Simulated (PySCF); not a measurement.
**Spinor energies of Hf⁴⁺ (hafnium, charge +4)**

Start: [Xe] 4f14. Calculated with PySCF 2.14 in x2c-SVPall-2c (7s9p9d2f, 93 functions): generalised Hartree-Fock with the X2C-1e Hamiltonian and a Gaussian nucleus; one run each with spin-orbit coupling (SO) switched off, then screened by Boettger's factors.

```json
{"spinor shell": "1s1/2", "electrons": "2", "ε, spin-free (eV)": "-65731.7", "ε, screened SO (eV)": "-65713.5", "weight of nominal j (screened SO)": "1.000", "rms radius, screened SO (bohr)": "0.0215"}
{"spinor shell": "2s1/2", "electrons": "2", "ε, spin-free (eV)": "-11415.0", "ε, screened SO (eV)": "-11409.3", "weight of nominal j (screened SO)": "1.000", "rms radius, screened SO (bohr)": "0.0869"}
{"spinor shell": "2p1/2", "electrons": "2", "ε, spin-free (eV)": "-10030.3", "ε, screened SO (eV)": "-10879.6", "weight of nominal j (screened SO)": "1.000", "rms radius, screened SO (bohr)": "0.0740"}
{"spinor shell": "2p3/2", "electrons": "4", "ε, spin-free (eV)": "-10030.3", "ε, screened SO (eV)": "-9681.5", "weight of nominal j (screened SO)": "1.000", "rms radius, screened SO (bohr)": "0.0812"}
{"spinor shell": "3s1/2", "electrons": "2", "ε, spin-free (eV)": "-2694.1", "ε, screened SO (eV)": "-2692.1", "weight of nominal j (screened SO)": "1.000", "rms radius, screened SO (bohr)": "0.222"}
{"spinor shell": "3p1/2", "electrons": "2", "ε, spin-free (eV)": "-2272.9", "ε, screened SO (eV)": "-2457.3", "weight of nominal j (screened SO)": "1.000", "rms radius, screened SO (bohr)": "0.214"}
{"spinor shell": "3d3/2", "electrons": "4", "ε, spin-free (eV)": "-1769.6", "ε, screened SO (eV)": "-1802.4", "weight of nominal j (screened SO)": "1.000", "rms radius, screened SO (bohr)": "0.202"}
{"spinor shell": "3d5/2", "electrons": "6", "ε, spin-free (eV)": "-1769.6", "ε, screened SO (eV)": "-1745.9", "weight of nominal j (screened SO)": "1.000", "rms radius, screened SO (bohr)": "0.206"}
{"spinor shell": "4s1/2", "electrons": "2", "ε, spin-free (eV)": "-607.73", "ε, screened SO (eV)": "-607.15", "weight of nominal j (screened SO)": "1.000", "rms radius, screened SO (bohr)": "0.498"}
{"spinor shell": "4p1/2", "electrons": "2", "ε, spin-free (eV)": "-467.02", "ε, screened SO (eV)": "-509.45", "weight of nominal j (screened SO)": "1.000", "rms radius, screened SO (bohr)": "0.508"}
{"spinor shell": "4p3/2", "electrons": "4", "ε, spin-free (eV)": "-467.02", "ε, screened SO (eV)": "-449.17", "weight of nominal j (screened SO)": "1.000", "rms radius, screened SO (bohr)": "0.541"}
{"spinor shell": "4d3/2", "electrons": "4", "ε, spin-free (eV)": "-281.57", "ε, screened SO (eV)": "-288.06", "weight of nominal j (screened SO)": "1.000", "rms radius, screened SO (bohr)": "0.570"}
{"spinor shell": "4d5/2", "electrons": "6", "ε, spin-free (eV)": "-281.57", "ε, screened SO (eV)": "-276.75", "weight of nominal j (screened SO)": "1.000", "rms radius, screened SO (bohr)": "0.583"}
{"spinor shell": "5s1/2", "electrons": "2", "ε, spin-free (eV)": "-121.84", "ε, screened SO (eV)": "-121.74", "weight of nominal j (screened SO)": "1.000", "rms radius, screened SO (bohr)": "1.22"}
{"spinor shell": "5p1/2", "electrons": "2", "ε, spin-free (eV)": "-84.045", "ε, screened SO (eV)": "-89.486", "weight of nominal j (screened SO)": "1.000", "rms radius, screened SO (bohr)": "1.42"}
{"spinor shell": "5p3/2", "electrons": "4", "ε, spin-free (eV)": "-84.045", "ε, screened SO (eV)": "-81.685", "weight of nominal j (screened SO)": "1.000", "rms radius, screened SO (bohr)": "1.45"}
{"spinor shell": "4f5/2", "electrons": "6", "ε, spin-free (eV)": "-74.146", "ε, screened SO (eV)": "-74.857", "weight of nominal j (screened SO)": "1.000", "rms radius, screened SO (bohr)": "0.732"}
{"spinor shell": "4f7/2", "electrons": "8", "ε, spin-free (eV)": "-74.146", "ε, screened SO (eV)": "-73.186", "weight of nominal j (screened SO)": "1.000", "rms radius, screened SO (bohr)": "0.736"}
```

Problem. Where does 3p3/2 lie, and what is the 3p spin-orbit splitting (screened SO)?

Solution. At -2195.9 eV, 261.40 eV above 3p1/2.

```json
{"quantity": "E (hartree)", "spin-free": "-15063.55437", "screened SO": "-15079.30300"}
{"quantity": "M_J", "spin-free": "0", "screened SO": "0"}
{"quantity": "⟨J²⟩", "spin-free": "0.000", "screened SO": "0.000"}
{"quantity": "⟨L²⟩", "spin-free": "0.000", "screened SO": "0.086"}
{"quantity": "⟨S²⟩", "spin-free": "0.000", "screened SO": "0.086"}
```

Breit and QED terms are absent; they matter most for the inner s and p1/2 levels.

Densities and radii are taken from the X2C orbitals without a picture-change correction, which distorts them close to the nucleus.

Without spin-orbit coupling the j labels of p, d and f shells carry no meaning; the spin-free column gives the mean over the occupied spinors of each nl shell.
